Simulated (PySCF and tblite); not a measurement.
4 diastereomers of C6H9F3, numbered alike:

| isomer | SMILES | descriptors (one enantiomer) |
| --- | --- | --- |
| A | [F:1][C@H:2]1[CH2:3][CH2:4][C@@H:5]([F:6])[C@H:7]([F:8])[CH2:9]1 | 2S, 5R, 7R |
| B | [F:1][C@H:2]1[CH2:3][CH2:4][C@H:5]([F:6])[C@H:7]([F:8])[CH2:9]1 | 2S, 5S, 7R |
| C | [F:1][C@@H:2]1[CH2:3][CH2:4][C@H:5]([F:6])[C@H:7]([F:8])[CH2:9]1 | 2R, 5S, 7R |
| D | [F:1][C@@H:2]1[CH2:3][CH2:4][C@@H:5]([F:6])[C@H:7]([F:8])[CH2:9]1 | 2R, 5R, 7R |

Computed spectrum of one of them (conformer average at 298.15 K; GFN2-xTB geometries, energies PBE0/pcSseg-1 (IEF-PCM, methanol) (D3(BJ) added where defined), GIAO shieldings PBE0/pcSseg-1 (IEF-PCM, methanol); references on GFN2-xTB geometries), in ppm: ¹H (against TMS): 5.38 (1H), 5.37 (1H), 5.22 (1H), 2.40 (1H), 2.33 (1H), 2.19 (1H), 1.98 (1H), 1.93 (1H), 1.93 (1H). ¹³C (against TMS): 94.7 (1C), 94.2 (1C), 93.8 (1C), 36.7 (1C), 29.5 (1C), 28.7 (1C). ¹⁹F (against CFCl3): -222.1 (1F), -225.4 (1F), -238.8 (1F). Of the H, only those on carbon are given.

**Question.** Which isomer is it?

**Answer.** B. After a straight-line scaling (slope 0.85 to 1.15) of computed carbon shifts, the largest errors are A 1.5 ppm (at 94.2), B 0.3 ppm (at 29.5), C 1.3 ppm (at 94.7), D 2.4 ppm (at 28.7). Assigned: ¹H (against TMS): 5.38 (H5, 1H), 5.37 (H2, 1H), 5.22 (H7, 1H), 2.40 (H9a, 1H), 2.33 (H9b, 1H), 2.19 (H4a, 1H), 1.98 (H4b, 1H), 1.93 (H3b, 1H), 1.93 (H3a, 1H). ¹³C (against TMS): 94.7 (C5), 94.2 (C7), 93.8 (C2), 36.7 (C9), 29.5 (C3), 28.7 (C4). ¹⁹F (against CFCl3): -222.1 (F1), -225.4 (F8), -238.8 (F6). For comparison, at another level (GFN2-xTB geometries, energies PBE0/pcSseg-1 (D3(BJ) added where defined), GIAO shieldings PBE0/pcSseg-1) the isomers give: A: ¹H (against TMS): 5.14 (H7, 1H), 4.96 (H2, 1H), 4.81 (H5, 1H), 2.26 (H9a, 1H), 2.15 (H4a, 1H), 2.11 (H9b, 1H), 1.99 (H3a, 1H), 1.83 (H4b, 1H), 1.82 (H3b, 1H). ¹³C (against TMS): 93.1 (C7), 91.2 (C5), 90.6 (C2), 38.4 (C9), 30.9 (C3), 28.6 (C4). ¹⁹F (against CFCl3): -211.5 (F1), -222.2 (F8), -222.7 (F6). B: ¹H (against TMS): 5.22 (H5, 1H), 5.18 (H2, 1H), 4.97 (H7, 1H), 2.39 (H9a, 1H), 2.24 (H9b, 1H), 2.06 (H4a, 1H), 1.85 (H3a, 1H), 1.83 (H4b, 1H), 1.82 (H3b, 1H). ¹³C (against TMS): 92.6 (C5), 92.0 (C7), 91.9 (C2), 35.8 (C9), 28.4 (C3), 28.2 (C4). ¹⁹F (against CFCl3): -219.8 (F1), -220.6 (F8), -238.0 (F6). C: ¹H (against TMS): 5.01 (H5, 1H), 4.60 (H2, 1H), 4.50 (H7, 1H), 2.50 (H9a, 1H), 2.35 (H9b, 1H), 2.24 (H4a, 1H), 2.06 (H3a, 1H), 1.84 (H3b, 1H), 1.16 (H4b, 1H). ¹³C (against TMS): 93.3 (C7), 91.7 (C2), 91.4 (C5), 37.7 (C9), 30.3 (C3), 27.8 (C4). ¹⁹F (against CFCl3): -205.6 (F1), -216.9 (F8), -230.0 (F6). D: ¹H (against TMS): 4.99 (H5, 1H), 4.97 (H2, 1H), 4.94 (H7, 1H), 2.39 (H9a, 1H), 2.35 (H4a, 1H), 1.90 (H3a, 1H), 1.90 (H3b, 1H), 1.85 (H9b, 1H), 1.80 (H4b, 1H). ¹³C (against TMS): 91.6 (C5), 90.2 (C7), 89.4 (C2), 36.5 (C9), 28.7 (C3), 24.7 (C4). ¹⁹F (against CFCl3): -213.1 (F1), -216.6 (F8), -228.9 (F6).

Unscaled ¹⁹F shifts at such levels can be off by tens of ppm; differences between conformers or isomers are more reliable. Shifts are unscaled: against experiment ¹³C can be off by 15 ppm or more and ¹H by 0.8 ppm. The cap on conformers cut off some of the population, so the set may be incomplete.
